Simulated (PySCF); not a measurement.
**Ba⁺: ionisation energy**

Ba⁺ [Xe] 6s1 (2S) → Ba²⁺ [Xe] (1S), as a difference of total energies. Calculation: PySCF 2.14, in x2c-TZVPPall; the spin-free X2C one-electron Hamiltonian (Gaussian nucleus). Correlated levels: valence and next inner shell: [Kr] 4d10 frozen. The calculations carry no spin-orbit coupling.

```
                                method  ionisation energy (eV)  error (eV)
                                   UHF                   9.371      -0.633
                                   LDA                  10.299      +0.295
                                   PBE                  10.118      +0.114
                                  PBE0                   9.993      -0.011
                                r2SCAN                   9.809      -0.195
                                  BP86                  10.188      +0.184
                                 B97-3                   9.778      -0.226
                                 M06-L                   9.296      -0.708
    MP2 (valence and next inner shell)                   9.883      -0.121
SCS-MP2 (valence and next inner shell)                   9.784      -0.220
```

Reference: 10.004 eV (measured; NIST Atomic Spectra Database, ionization energies).

Errors of the correlated levels include the incompleteness of this basis and the frozen core.
